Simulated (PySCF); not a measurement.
C2H4ClFSi2, SMILES C([Si@@H]([SiH2]Cl)F)#C.

Coordinates come from a PBE-D3(BJ)/def2-SVP optimisation. The structure was generated by enumeration; whether it is a known compound was not checked. Other conformers were not sampled.

Vertical ionisation energy (IE) and electron affinity (EA) in eV. Rows of orbital energies are one-electron estimates. Where ΔSCF, EOM or ADC give a negative EA the extra electron is unbound and the value depends on the basis.

| level | IE | EA |
|---|---|---|
| −ε(HOMO), −ε(LUMO), M06-2X/def2-TZVP (PySCF) | 9.21 | 0.54 |
| −ε(HOMO), −ε(LUMO), PBE/def2-TZVP (PySCF) | 6.91 | 2.30 |
